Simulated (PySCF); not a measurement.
Species: C₂H₁₂SSi₃.
Numbering: `[CH3:1][S:2][SiH2:3][CH:4]([SiH3:5])[SiH3:6]` (hydrogens: H7, H8, H9 on C1; H10, H11 on Si3; H12 on C4; H13, H14, H15 on Si5; H16, H17, H18 on Si6)

Method used: PySCF, TDDFT PBE0/def2-SVPD, vertical, gas phase, core orbitals frozen in the response. Isolated species at its PBE0-D3(BJ)/def2-SVP geometry (one conformer only). Torsions of this conformer, `[CH3:1][S:2][SiH2:3][CH:4]([SiH3:5])[SiH3:6]`: C1–S2–Si3–C4 174°, S2–Si3–C4–Si5 -172°.

Each state is given a Gaussian of 0.4 eV full width at half maximum, with ε(max) = 2.175×10⁸ f / Δν̃ (Δν̃ the width in cm⁻¹). The cross-section is σ = 3.8235×10⁻²¹ ε cm², given in Mb (10⁻¹⁸ cm²). The width is an assumption, not a result. The curve ends short of the highest state used, and states not computed would add to its high-energy end.

```json
{"λ (nm)": "184.8", "σ (Mb)": "4.06"}
{"λ (nm)": "186.6", "σ (Mb)": "3.19"}
{"λ (nm)": "188.4", "σ (Mb)": "2.44"}
{"λ (nm)": "190.2", "σ (Mb)": "1.79"}
{"λ (nm)": "192.1", "σ (Mb)": "1.25"}
{"λ (nm)": "193.9", "σ (Mb)": "0.91"}
{"λ (nm)": "195.7", "σ (Mb)": "0.74"}
{"λ (nm)": "197.5", "σ (Mb)": "0.76"}
{"λ (nm)": "199.3", "σ (Mb)": "1.00"}
{"λ (nm)": "201.1", "σ (Mb)": "1.45"}
{"λ (nm)": "202.9", "σ (Mb)": "2.06"}
{"λ (nm)": "204.7", "σ (Mb)": "2.73"}
{"λ (nm)": "206.5", "σ (Mb)": "3.29"}
{"λ (nm)": "208.3", "σ (Mb)": "3.63"}
{"λ (nm)": "210.1", "σ (Mb)": "3.65"}
{"λ (nm)": "211.9", "σ (Mb)": "3.37"}
{"λ (nm)": "213.7", "σ (Mb)": "2.86"}
{"λ (nm)": "215.5", "σ (Mb)": "2.25"}
{"λ (nm)": "217.3", "σ (Mb)": "1.66"}
{"λ (nm)": "219.2", "σ (Mb)": "1.13"}
{"λ (nm)": "221.0", "σ (Mb)": "0.78"}
{"λ (nm)": "222.8", "σ (Mb)": "0.55"}
{"λ (nm)": "224.6", "σ (Mb)": "0.43"}
{"λ (nm)": "226.4", "σ (Mb)": "0.39"}
{"λ (nm)": "228.2", "σ (Mb)": "0.39"}
{"λ (nm)": "230.0", "σ (Mb)": "0.41"}
{"λ (nm)": "231.8", "σ (Mb)": "0.42"}
{"λ (nm)": "233.6", "σ (Mb)": "0.42"}
{"λ (nm)": "235.4", "σ (Mb)": "0.39"}
{"λ (nm)": "237.2", "σ (Mb)": "0.35"}
{"λ (nm)": "239.0", "σ (Mb)": "0.30"}
{"λ (nm)": "240.8", "σ (Mb)": "0.24"}
{"λ (nm)": "242.6", "σ (Mb)": "0.19"}
{"λ (nm)": "244.4", "σ (Mb)": "0.14"}
{"λ (nm)": "246.3", "σ (Mb)": "0.10"}
{"λ (nm)": "248.1", "σ (Mb)": "0.07"}
{"λ (nm)": "249.9", "σ (Mb)": "0.04"}
{"λ (nm)": "251.7", "σ (Mb)": "0.03"}
{"λ (nm)": "253.5", "σ (Mb)": "0.02"}
{"λ (nm)": "255.3", "σ (Mb)": "0.01"}
{"λ (nm)": "257.1", "σ (Mb)": "0.01"}
{"λ (nm)": "258.9", "σ (Mb)": "0.00"}
{"λ (nm)": "260.7", "σ (Mb)": "0.00"}
{"λ (nm)": "262.5", "σ (Mb)": "0.00"}
```

Problem. Locate the maxima and give the states behind the curve.

Solution. 232 nm (5.34 eV), ε about 110, made up of S1 (98%); 209 nm (5.92 eV), ε about 960, made up of S2 (100%) (ε in L mol⁻¹ cm⁻¹; maxima over ε = 5, shares over 10%). At its high-energy end, 6.71 eV, the curve is still rising (ε about 1100, from S4, S5, S6 and S7). The states used: S1 5.32 eV (f 0.0016); S2 5.92 eV (f 0.014); S3 6.40 eV (f 0.0010); S4 6.64 eV (f 0.0041); S5 6.75 eV (f 0.0058); S6 6.94 eV (f 0.0073); S7 6.99 eV (f 0.0084); S8 7.08 eV (f 0.0017); S9 7.15 eV (f 0.025); S10 7.31 eV (f 0.019).

Problem. On this curve, what absorbance would a 10⁻⁴ mol/L sample give at 254 nm over a 1 cm path?

Solution. 254 nm is 4.881 eV, where ε is about 3.7 L mol⁻¹ cm⁻¹, so A = ε c l ≈ 0.00037 (Beer–Lambert, with the gas-phase spectrum and the assumed width).

Problem. What would ε be at 5.92 eV, the highest of these maxima, with half the width (0.2 eV)?

Solution. About 1920 L mol⁻¹ cm⁻¹ against 963, a factor of about 2.00; a lone state at its own centre would give exactly 2.

Problem. Coming from long wavelengths, where does ε first pass 100 L mol⁻¹ cm⁻¹?

Solution. At about 236 nm (5.26 eV), 0.07 eV below S1.

The vertical ionisation energy (ΔSCF) is 8.89 eV, 1.58 eV above S10.
